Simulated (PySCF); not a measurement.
Isomers of C3H6O. All species are isolated molecules in the gas phase. One relaxed conformer stands for each flexible species; it need not be the lowest. Strings in code marks are SMILES.

The brightest of the four lowest singlets (TDA) from two functionals at the same geometries (B3LYP-D3(BJ)/def2-TZVP), both in PySCF: PBE-D3(BJ)/def2-TZVP and M06-2X/def2-TZVP. Excitations are Tamm–Dancoff values on a coarser integration grid. The basis has no diffuse functions, so Rydberg states are missing or too high.

```csv
species,PBE-D3(BJ)/def2-TZVP (eV),M06-2X/def2-TZVP (eV)
`C/C=C/O` (C–C–O–H torsion 180°),7.20,7.54
`C/C=C\O` (C–C–O–H torsion 0°),7.31,7.74
`C=COC` (C–C–O–C torsion 0°),7.31,7.67
```

Over these rows, drawn at random from the members with no instability flagged (it was tested for open shells, ions and some series alone), PBE minus M06-2X: mean -0.38 eV, from -0.44 eV to -0.35 eV.
